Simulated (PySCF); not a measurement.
C3H7InO, SMILES [O]([InH][CH]=C)C.

Geometry: B3LYP-D3(BJ)/def2-SVP. The structure was generated by enumeration; whether it is a known compound was not checked. The def2 effective core potentials stand for the cores of In; spin–orbit coupling is left out. The values are those of a single conformer.

All values below come from CAM-B3LYP/def2-TZVP run with PySCF.

```yaml
total_energy: -383.80103 hartree
highest_occupied_level: -8.53 eV
lowest_empty_level: -0.73 eV
orbital_gap: 7.80 eV
dipole_moment: 2.35 D
quadrupole, principal values (traceless, Buckingham form, about the centre of nuclear charge): -4.82, 2.08, 2.75 D·Å
mean_static_polarisability: 75.9 bohr³ (11.25 Å³)
polarisability_principal_values: 51.2, 80.7, 95.9 bohr³
```
